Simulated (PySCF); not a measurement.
Input file for PySCF: R-HF/STO-3G on C2H5NO (a complex).

```python
from pyscf import gto, scf, dft, mp
from pyscf.data.elements import chemcore

mol = gto.M(
    atom='''
    C     0.07010140    0.08514312   -0.29363521
    O    -0.82491142   -0.33684418    0.73504302
    H     0.71436758   -0.73207132   -0.62933341
    H     0.69364046    0.86771405    0.13481247
    H    -0.47011255    0.49826948   -1.14963247
    H    -1.39137244   -1.03840352    0.39949525
    C    -0.14639262    0.29571327    3.63620082
    N     0.16735983    0.56688222    4.70576770
    H    -0.43601679    0.04031337    2.62884952
    ''',
    basis='sto-3g',
    charge=0, spin=0, verbose=3, max_memory=1800)
mf = scf.RHF(mol)
mf.conv_tol = 1e-8
mf.max_cycle = 100
mf.kernel()
if not mf.converged:
    mf = mf.newton().run(mf.mo_coeff, mf.mo_occ)
```

The log:

```
converged SCF energy = -205.231183360879
```

The run converged.

Cost: roughly 0.18 core-seconds.
